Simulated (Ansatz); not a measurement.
Ansatz results at the PBE0-D4/def2-TZVP geometry: HOMO energy (PBE/def2-TZVPP) -5.97 eV; LUMO energy (B3LYP/def2-TZVPP) -0.01 eV; HOMO energy (ωB97M-V/def2-TZVPP) -9.39 eV.

Each molecule was computed in one conformer, which needn't be the lowest.

Which molecule gave them?
A. `CC1C=CC=C1`
B. `C1=CCC=CC1`
C. `[AlH2][SiH]([SiH3])CCl`
D. `C=CCC#CC`

D. The others give `C1=CCC=CC1`: -5.53, 0.12, -8.81; `CC1C=CC=C1`: -5.30, -0.77, -8.49; `[AlH2][SiH]([SiH3])CCl`: -6.07, -1.28, -9.04.

B3LYP here is the variant with VWN-RPA as its local correlation; programs differ in this.
